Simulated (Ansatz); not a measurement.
Consider the formal exchange of groups at the Si–C bond: `C[C@H](F)[Si@H](F)Cl` + `C[NH][GeH2][Cl]` → `F[SiH](Cl)[NH][GeH2][Cl]` + `CC(C)F`.

Program: Ansatz. Geometries: PBE0-D4/def2-TZVP. ΔE: electronic, gas phase. CBS: MP2 limit from def2 TZ/QZ plus the TZ coupled-cluster correction, frozen cores. DFT in def2-TZVPP. B3LYP here is the variant with VWN-RPA as its local correlation; programs differ in this. For Ge outer-core shells are correlated without core-valence functions, which leaves a few kJ/mol of doubt a bond. Scalar relativity is left out up to krypton. One conformer a species, not always the lowest.

| level | ΔE (kJ/mol) |
| --- | --- |
| PBE-D4 | -138.5 |
| B3LYP-D4 | -148.6 |
| B2PLYP | -152.2 |
| MP2/def2-TZVPP | -161.8 |
| MP2/def2-QZVPP | -162.3 |
| HF/CBS(def2) | -163.6 |
| MP2/CBS(def2) | -162.2 |
| CCSD/CBS(def2) | -158.0 |

**Question.** What does CCSD(T)/CBS give? (An estimate is asked.)

**Answer.** Ansatz gave: -156.8 kJ/mol. The listed levels differ from it by 18.3, 8.2, 4.6, -5.0, -5.5, -6.8, -5.4, -1.2 kJ/mol.

Largest T1 diagnostic among the species: 0.011.

The D4 term adds −3.8 kJ/mol with B3LYP and −2.0 kJ/mol with PBE0; it sums over pairs of atoms, weighted by their polarisabilities, and B3LYP, whose exchange is more repulsive, gets the larger term. From PBE to PBE0 (25 % exact exchange), in def2-TZVPP and without D4, ΔE moves by −9.8 kJ/mol.
